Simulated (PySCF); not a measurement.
## Bromine: a sound run and one with changed settings

Sound run: Br⁺ [Ar] 3d10 4s2 4p4, Br²⁺ [Ar] 3d10 4s2 4p3. All numbers are calculated (PySCF 2.14, scalar relativity by spin-free X2C-1e, in jorge-DZP-DKH (8s6p2d1f, 43 functions)). In the sound run the correlated levels freeze [Ar] 3d10. The sound run starts from symmetry-adapted Hartree-Fock orbitals and uses a fine grid where one is needed.

A second run was set up differently.

```csv
species,method,sound run (hartree),changed run (hartree),converged
Br⁺,UHF,-2603.87640,-2603.87640,yes
Br⁺,TPSS,-2605.54781,-2605.54781,yes
Br⁺,M06-2X,-2605.77971,-2605.77971,yes
Br⁺,MP2,-2603.90941,-2603.90286,yes
Br⁺,CCSD(T),-2603.91563,-2603.91563,yes
Br²⁺,UHF,-2603.13296,-2603.13296,yes
Br²⁺,TPSS,-2604.76189,-2604.76189,yes
Br²⁺,M06-2X,-2604.99826,-2604.99826,yes
Br²⁺,MP2,-2603.16004,-2603.15495,yes
Br²⁺,CCSD(T),-2603.16548,-2603.16548,yes
```

Ionisation energy of Br⁺:

| method | sound run (eV) | changed run (eV) |
| --- | --- | --- |
| UHF | 20.230 | 20.230 |
| TPSS | 21.386 | 21.386 |
| M06-2X | 21.264 | 21.264 |
| MP2 | 20.391 | 20.352 |
| SCS-MP2 | 20.399 | 20.359 |
| CCSD | 20.410 | 20.410 |
| CCSD(T) | 20.413 | 20.413 |

(1) What was changed?
A. angular grid far too coarse
B. radial grid too coarse
C. level shift left on
D. too few SCF iterations

## Answers

(1) C. It used initial guess 1e, at most 50 SCF cycles, level shift 0.5 hartree. A level shift leaves the converged SCF energy unchanged but raises the virtual orbital energies, which shrinks MP2 if it is not removed.
